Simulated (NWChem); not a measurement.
Program: NWChem. System: H4AlN, charge 0, spin multiplicity 1, at a geometry optimised with PBE/def2-SVP. The structure started from a generated list of species. Level: TD-LDA (SVWN5)/aug-cc-pVDZ.

The NWChem input:

```
start mol
memory heap 200 mb stack 900 mb global 1100 mb
geometry units angstroms nocenter noautoz
  Al     0.000000     0.000000    -0.657423
  H     -1.418241     0.000000    -1.394559
  H      1.418241     0.000000    -1.394559
  N      0.000000     0.000000     1.128508
  H     -0.836359     0.000000     1.718028
  H      0.836359     0.000000     1.718028
  symmetry group C2v
end
basis spherical
  * library aug-cc-pvdz
end
dft
  xc slater vwn_5
  semidirect memsize 60000000 filesize 0
  iterations 100
end
tddft
  rpa
  nroots 6
  notriplet
  thresh 1e-4
end
task tddft energy
```

Output (cleaned and shortened):

```
             Northwest Computational Chemistry Package (NWChem) 7.3.0
             --------------------------------------------------------

                                NWChem Input Module
                                -------------------

 Scaling coordinates for geometry "geometry" by  1.889725989
 (inverse scale =  0.529177249)

 Turning off AUTOSYM since
 SYMMETRY directive was detected!

                             Geometry "geometry" -> ""
                             -------------------------

 Output coordinates in angstroms (scale by  1.889725989 to convert to a.u.)

  No.       Tag          Charge          X              Y              Z
 ---- ---------------- ---------- -------------- -------------- --------------
    1 Al                  13.0000     0.00000000     0.00000000    -0.65742300
    2 H                    1.0000    -1.41824100     0.00000000    -1.39455900
    3 H                    1.0000     1.41824100     0.00000000    -1.39455900
    4 N                    7.0000     0.00000000     0.00000000     1.12850800
    5 H                    1.0000    -0.83635900     0.00000000     1.71802800
    6 H                    1.0000     0.83635900     0.00000000     1.71802800

 Effective nuclear repulsion energy (a.u.)      51.9471246570

            Nuclear Dipole moment (a.u.)
            ----------------------------
        X                 Y               Z
 ---------------- ---------------- ----------------
     0.0000000000     0.0000000000    -0.0000094486

      Symmetry information
      --------------------

 Group name             C2v
 Group number             16
 Group order               4
 No. of unique centers     4

      Symmetry unique atoms

     1    2    4    5


 Summary of "ao basis" -> "" (spherical)
 ------------------------------------------------------------------------------
       Tag                 Description            Shells   Functions and Types
 ---------------- ------------------------------  ------  ---------------------
 *                        aug-cc-pvdz                 on all atoms

                                 NWChem DFT Module
                                 -----------------

 Summary of "ao basis" -> "ao basis" (spherical)
 ------------------------------------------------------------------------------
       Tag                 Description            Shells   Functions and Types
 ---------------- ------------------------------  ------  ---------------------
 Al                       aug-cc-pvdz               11       27   5s4p2d
 H                        aug-cc-pvdz                5        9   3s2p
 N                        aug-cc-pvdz                9       23   4s3p2d

 Summary of "ao basis" -> "ao basis" (spherical)
 ------------------------------------------------------------------------------
       Tag                 Description            Shells   Functions and Types
 ---------------- ------------------------------  ------  ---------------------
 Al                       aug-cc-pvdz               11       27   5s4p2d
 H                        aug-cc-pvdz                5        9   3s2p
 N                        aug-cc-pvdz                9       23   4s3p2d

      Symmetry analysis of basis
      --------------------------

        a1         38
        a2          8
        b1         25
        b2         15

            General Information
            -------------------
          SCF calculation type: DFT
          Wavefunction type:  closed shell.
          No. of atoms     :     6
[...]
     Electric Quadrupole                           0.0000001101
     Magnetic Dipole                               0.0000000000
     Total Oscillator Strength                     0.0884333539

          sigma_e =   2.3439 Angstrom
          sigma_h =   1.1941 Angstrom
         |d_h->e| =   1.9470 Angstrom
            d_exc =   3.2759 Angstrom
            d_CD1 =   3.0967 Angstrom
            d_CD2 =   0.1780 Angstrom
            d_CD3 =   5.2228 Angstrom
     Pearson C.C. =  -0.0037

     Occ.   10  a1  ---  Virt.   14  a1  -0.08591 X
     Occ.   12  b2  ---  Virt.   13  b2  -0.98254 X
     Occ.   12  b2  ---  Virt.   13  b2   0.06958 Y
     Occ.   12  b2  ---  Virt.   26  b2   0.12505 X
  ----------------------------------------------------------------------------
  Root   2 singlet a2             0.202070695 a.u.                5.4986 eV
  ----------------------------------------------------------------------------
     Transition Moments    X -0.00000   Y -0.00000   Z -0.00000
     Transition Moments   XX  0.00000  XY -2.13766  XZ  0.00000
     Transition Moments   YY  0.00000  YZ  0.00000  ZZ -0.00000
     Dipole Oscillator Strength                    0.0000000000
     Electric Quadrupole                           0.0000002008
     Magnetic Dipole                               0.0000029790
     Total Oscillator Strength                     0.0000031798

          sigma_e =   2.1951 Angstrom
          sigma_h =   1.6797 Angstrom
         |d_h->e| =   0.3828 Angstrom
            d_exc =   2.8173 Angstrom
            d_CD1 =   0.8982 Angstrom
            d_CD2 =  -1.5546 Angstrom
            d_CD3 =   3.2001 Angstrom
     Pearson C.C. =  -0.0205

     Occ.   11  b1  ---  Virt.   13  b2   0.99866 X
  ----------------------------------------------------------------------------
  Root   3 singlet b2             0.206862033 a.u.                5.6290 eV
  ----------------------------------------------------------------------------
     Transition Moments    X  0.00000   Y  0.72306   Z  0.00000
     Transition Moments   XX -0.00000  XY -0.00000  XZ  0.00000
     Transition Moments   YY -0.00000  YZ  1.95833  ZZ  0.00000
     Dipole Oscillator Strength                    0.0720999321
     Electric Quadrupole                           0.0000001808
     Magnetic Dipole                               0.0000001602
     Total Oscillator Strength                     0.0721002730

          sigma_e =   3.1202 Angstrom
          sigma_h =   1.1750 Angstrom
         |d_h->e| =   0.4346 Angstrom
            d_exc =   3.3584 Angstrom
            d_CD1 =   2.3798 Angstrom
            d_CD2 =  -1.7130 Angstrom
            d_CD3 =   3.7930 Angstrom
     Pearson C.C. =   0.0036

     Occ.   12  b2  ---  Virt.   14  a1  -0.99347 X
     Occ.   12  b2  ---  Virt.   15  a1   0.06757 X
  ----------------------------------------------------------------------------
  Root   4 singlet b1             0.230008355 a.u.                6.2588 eV
  ----------------------------------------------------------------------------
     Transition Moments    X  0.11390   Y -0.00000   Z -0.00000
     Transition Moments   XX  0.00000  XY -0.00000  XZ  0.66086
     Transition Moments   YY -0.00000  YZ -0.00000  ZZ  0.00000
     Dipole Oscillator Strength                    0.0019892938
     Electric Quadrupole                           0.0000000283
     Magnetic Dipole                               0.0000017751
     Total Oscillator Strength                     0.0019910971

          sigma_e =   3.0582 Angstrom
          sigma_h =   1.6794 Angstrom
         |d_h->e| =   2.5654 Angstrom
            d_exc =   4.3433 Angstrom
            d_CD1 =   3.9443 Angstrom
            d_CD2 =   0.1967 Angstrom
            d_CD3 =   6.9087 Angstrom
     Pearson C.C. =  -0.0107

     Occ.   11  b1  ---  Virt.   14  a1  -0.99269 X
     Occ.   11  b1  ---  Virt.   15  a1   0.10693 X
  ----------------------------------------------------------------------------
  Root   5 singlet b2             0.238844656 a.u.                6.4993 eV
  ----------------------------------------------------------------------------
     Transition Moments    X -0.00000   Y  0.22543   Z  0.00000
     Transition Moments   XX -0.00000  XY -0.00000  XZ  0.00000
     Transition Moments   YY -0.00000  YZ  0.49120  ZZ  0.00000
     Dipole Oscillator Strength                    0.0080919131
     Electric Quadrupole                           0.0000000175
     Magnetic Dipole                               0.0000004662
     Total Oscillator Strength                     0.0080923969

          sigma_e =   2.5500 Angstrom
          sigma_h =   1.2488 Angstrom
         |d_h->e| =   1.9903 Angstrom
            d_exc =   3.4755 Angstrom
            d_CD1 =   3.2915 Angstrom
            d_CD2 =   0.0909 Angstrom
            d_CD3 =   5.4658 Angstrom
     Pearson C.C. =  -0.0088

     Occ.   10  a1  ---  Virt.   13  b2   0.19794 X
     Occ.   12  b2  ---  Virt.   14  a1  -0.05162 X
     Occ.   12  b2  ---  Virt.   15  a1  -0.97495 X
     Occ.   12  b2  ---  Virt.   16  a1  -0.06710 X
  ----------------------------------------------------------------------------
  Root   6 singlet b2             0.243923214 a.u.                6.6375 eV
  ----------------------------------------------------------------------------
     Transition Moments    X  0.00000   Y -0.29433   Z  0.00000
     Transition Moments   XX -0.00000  XY -0.00000  XZ -0.00000
     Transition Moments   YY -0.00000  YZ  0.16853  ZZ -0.00000
     Dipole Oscillator Strength                    0.0140870343
     Electric Quadrupole                           0.0000000022
     Magnetic Dipole                               0.0000000245
     Total Oscillator Strength                     0.0140870609

          sigma_e =   3.6193 Angstrom
          sigma_h =   1.1630 Angstrom
         |d_h->e| =   3.9159 Angstrom
            d_exc =   5.4568 Angstrom
            d_CD1 =   6.3723 Angstrom
            d_CD2 =   1.5248 Angstrom
            d_CD3 =   9.3727 Angstrom
     Pearson C.C. =   0.0012

     Occ.   12  b2  ---  Virt.   15  a1  -0.06773 X
     Occ.   12  b2  ---  Virt.   16  a1   0.99661 X

              Target root =      1
          Target symmetry = none
      Ground state energy =   -298.066448211495
        Excitation energy =      0.197157065214
     Excited state energy =   -297.869291146281

  stored tddft:energy   -297.86929114628060

 Task  times  cpu:       76.3s     wall:       76.3s

 Total times  cpu:       76.3s     wall:       76.3s
```
